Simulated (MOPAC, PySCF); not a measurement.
C6H14B2, SMILES `C1C[C@@H](B)C[C@@H](C1)B`, neutral singlet in the gas phase. 

Cartesian coordinates (Å):
SMILES: C1[C@@H](B)C[C@@H](CC1)B
```xyz
22

B     -1.5076     1.7936     0.5936
C     -1.0677     0.8257    -0.5442
C     -1.6154    -0.6094    -0.4614
C     -0.8421    -1.4121     0.5906
C      0.6640    -1.4157     0.3065
C      1.2400     0.0031     0.1382
B      2.7888     0.1282     0.0778
C      0.4317     0.8201    -0.8879
H     -0.8528     2.7762     0.8579
H     -2.5635     1.6343     1.1617
H     -1.6160     1.3637    -1.3635
H     -2.6906    -0.5994    -0.2211
H     -1.5109    -1.1101    -1.4417
H     -1.0223    -0.9626     1.5860
H     -1.2217    -2.4461     0.6426
H      1.2061    -1.9539     1.1008
H      0.8471    -1.9794    -0.6271
H      1.1242     0.5249     1.1301
H      3.3100     1.1062    -0.4068
H      3.4931    -0.7062     0.5981
H      0.8214     1.8484    -0.9434
H      0.5840     0.3706    -1.8867
```
Charge 0, spin multiplicity 1.

All levels are single points at this geometry (B3LYP-D3(BJ)/def2-SVP); Pople sets use spherical d functions. Orbital energies aren't observables, and empty levels follow the basis.

```
level                            HOMO (eV)  LUMO (eV)  gap (eV)  dipole (D)  vertical IE, Delta-SCF (eV)
-------------------------------  ---------  ---------  --------  ----------  ---------------------------
B3LYP-D3(BJ)/def2-TZVP in PySCF      -7.86      -1.70      6.16        0.88                         9.75
B3LYP/6-311+G** in PySCF             -7.87      -1.72      6.15        0.85                            –
B3LYP/6-31G* in PySCF                -7.65      -1.29      6.35        0.83                         9.60
BP86/6-31G* in PySCF                 -6.64      -2.22      4.42        0.94                            –
M06-2X/6-31G* in PySCF               -9.10      -0.20      8.89        0.74                            –
SVWN5/6-31G* in PySCF                -6.59      -2.44      4.15        0.99                            –
HF/3-21G in PySCF                   -11.05       2.60     13.65        0.66                            –
HF/6-31G* in PySCF                  -11.11       2.77     13.88        0.63                         9.84
HF/STO-3G in PySCF                   -9.82       6.98     16.80        0.39                            –
AM1 in MOPAC                        -10.55       1.66     12.22        0.54                            –
PM3 in MOPAC                        -11.20       0.48     11.68        0.90                            –
PM6 in MOPAC                        -10.24       0.05     10.29        0.63                            –
PM7 in MOPAC                        -10.23      -0.31      9.92        0.45                            –
```
